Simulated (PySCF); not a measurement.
Kr³⁺ (krypton, charge +3) across methods

[Ar] 3d10 4s2 4p3, high-spin 4S determinant. Computed with PySCF 2.14 in x2c-TZVPPall (6s5p4d1f, 48 functions), with the spin-free X2C one-electron Hamiltonian (Gaussian nucleus).

```
 method  E (hartree)  mean ε 4s α (eV)  mean ε 4s β (eV)  mean ε 4p α (eV)  Σ⟨r²⟩ (bohr²)   ⟨S²⟩
 M06-2X    -2787.457           -65.615           -58.204           -47.982          21.03  3.752
r2SCAN0    -2787.265           -64.370           -58.277           -47.038          20.95  3.750
 r2SCAN    -2787.280           -61.762           -56.907           -45.412          20.94  3.750
   PBE0    -2787.005           -63.469           -58.239           -46.570          20.96  3.750
    LDA    -2783.400           -60.514           -57.372           -44.763          20.94  3.750
    PBE    -2786.939           -60.458           -56.839           -44.723          20.96  3.750
   PW91    -2787.494           -60.542           -56.966           -44.789          20.95  3.750
    UHF  -2785.58269           -71.460           -60.828           -51.172          21.10  3.751
wB97M-V    -2787.091           -65.910           -60.795           -48.783          21.01  3.750
```
